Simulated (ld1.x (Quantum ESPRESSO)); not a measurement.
Tc: one change to an RRKJ potential, before and after

| Item | Value |
| --- | --- |
| Element | technetium (Tc) |
| Generator | ld1.x (Quantum ESPRESSO) 7.5 |
| Type | norm-conserving RRKJ (Kleinman–Bylander form) |
| Functional | LDA (PZ) |
| Relativity | scalar-relativistic |
| Frozen core | [Ar] 3d10 |
| Valence charge | 15 |
| Reference configuration | 4s2 4p6 4d5 5s1 5p1 |
| Partial waves | 4s (bound): rc 1.50 bohr; 4p (bound): rc 1.20 bohr; 4d (bound): rc 1.55 bohr |
| Local potential | the d channel |
| Core correction | none |

Occupied shells without a wave of their own: 5p, 5s. They enter only through the test configuration that unscreens the potential.

All-electron outer shells of the reference configuration (LDA (PZ), scalar-relativistic, ld1.x):

| shell | level (eV) | outermost node (bohr) | outermost maximum (bohr) |
| --- | --- | --- | --- |
| 3p | -417.04 | 0.16 | 0.36 |
| 3d | -251.63 | – | 0.31 |
| 4s | -74.84 | 0.50 | 0.95 |
| 4p | -46.85 | 0.51 | 1.03 |
| 4d | -8.17 | 0.50 | 1.27 |
| 5s | -6.19 | 1.28 | 2.69 |
| 5p | -2.25 | 1.45 | 3.54 |

Change: wave 4p (bound): rc 1.20 bohr becomes 4p (bound): rc 1.36 bohr.

Cutoffs: the cutoffs (Ry, on a coarse ladder) from which the occupation-weighted sum of valence levels, in a spherical-Bessel basis at the reference potential, stays within 10 and 1 mRy of its value at 400 Ry; they do not see the model core or the augmentation charge, which bear on the density cutoff. Errors are all-electron minus pseudo energies relative to the spin-unpolarised reference configuration.

Q: How do hardness, ghosts and transferability respond?

A: The potential gets softer (100 Ry and 160 Ry → 80 Ry and 120 Ry); of the 9 tests that both files solve, the error grows in 0 and shrinks in 2 by more than 15 % and 0.3 meV (median size 83.8 → 88.2 meV); neither file shows a bound ghost. A larger radius leaves more room for a smooth pseudo-wave, so fewer plane waves are needed.

| quantity | base | changed |
| --- | --- | --- |
| cutoff, loose | 100 Ry | 80 Ry |
| cutoff, tight | 160 Ry | 120 Ry |
| loose cutoff by channel (10 mRy a level) | s 40 Ry, p 80 Ry, d 40 Ry | s 40 Ry, p 60 Ry, d 40 Ry |
| bound ghosts | none | none |
| largest miss of a reference level, eV | 0.07 | 0.07 |
| error for 4s2 4p6 4d5 5s2 5p0, meV [ΔE -3.84 eV] | +67 | +65 |
| error for 4s2 4p6 4d5 5s1 5p0, meV [ΔE 4.59 eV] | +11 | +7.1 |
| error for 4s2 4p6 4d5 5s0 5p0, meV [ΔE 19.79 eV] | -84 | -90 |
| error for 4s2 4p6 4d5 5s0 5p2, meV [ΔE 4.06 eV] | -80 | -77 |
| error for 4s2 4p6 4d6 5s1 5p0, meV [ΔE -4.70 eV] | +4.6 | +3.3 |
| error for 4s1 4p6 4d5 5s2 5p0, meV [ΔE 76.13 eV] | +92 | +88 |
| error for 4s2 4p6 4d4 5s0 5p0, meV [ΔE 48.72 eV] | -120 | -130 |
| error for 4s2 4p6 4d5 5s1 5p1 (spin-polarised), meV [ΔE -5.03 eV] | +221 | +224 |
| error for 4s2 4p6 4d5 5s2 5p0 (spin-polarised), meV [ΔE -7.33 eV] | +255 | +255 |
| s: phases at 1.70 bohr within 0.05 rad from the reference energy up to (Ry; the scan ends near 5) | 1.8 | 1.8 |
| p: phases at 1.70 bohr within 0.05 rad from the reference energy up to (Ry; the scan ends near 5) | 4.9 | to the end of the scan |
| d: phases at 1.70 bohr within 0.05 rad from the reference energy up to (Ry; the scan ends near 5) | to the end of the scan | to the end of the scan |

Base: The 5p, 5s levels have no wave, so the channel is fitted at the deeper level alone: the likely source of the large errors. Changed file: The 5p, 5s levels have no wave, so the channel is fitted at the deeper level alone: the likely source of the large errors.
